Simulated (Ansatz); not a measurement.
Stepwise reaction of `C[O][W](=[NH])(=[NH])[O]C` with hydrogen chloride, as a gas-phase model of exchange steps in deposition or etching. ΔE in kJ/mol.

Gas-phase electronic energies from Ansatz, PBE0-D4/def2-TZVP geometries. CCSD(T)/CBS is the MP2 limit (def2-TZVPP, def2-QZVPP) plus CCSD(T) − MP2 in def2-TZVPP, frozen cores. This one scheme is used for every species. Functionals use def2-TZVPP. B3LYP here is the variant with VWN-RPA as its local correlation; programs differ in this. Elements past krypton have def2 core potentials. For W outer-core shells are correlated without core-valence functions, which leaves a few kJ/mol of doubt a bond. One conformer a species, not always the lowest.

```tsv
step	reaction	PBE-D4	B3LYP-D4	ωB97M-V	CCSD(T)/CBS
1	`C[O][W](=[NH])(=[NH])[O]C` + HCl → `C[O][W](=[NH])(=[NH])[Cl]` + CH₃OH	-32.3	-29.0	-31.3	-34.4
```

Problem. Give the row of step 2, `C[O][W](=[NH])(=[NH])[Cl]` + HCl → `[NH]=[W](=[NH])([Cl])[Cl]` + CH₃OH. (An estimate is asked.)

Solution. Computed: 
```csv
step,reaction,PBE-D4,B3LYP-D4,ωB97M-V,CCSD(T)/CBS
2,`C[O][W](=[NH])(=[NH])[Cl]` + HCl → `[NH]=[W](=[NH])([Cl])[Cl]` + CH₃OH,-21.2,-17.8,-20.3,-23.7
```

Problem. By hand: ΔE of the 2 steps together at CCSD(T)/CBS.

Solution. (-34.4) + (-23.7) = -58.1 kJ/mol, or -29.0 kJ/mol a step.

In ΔE each step is higher than the one before. All are downhill at CCSD(T)/CBS. PBE-D4 differs from CCSD(T)/CBS by 2.1 to 2.5 kJ/mol a step. Isolated molecules leave out the surface, adducts and barriers. Largest T1 diagnostic: 0.019.
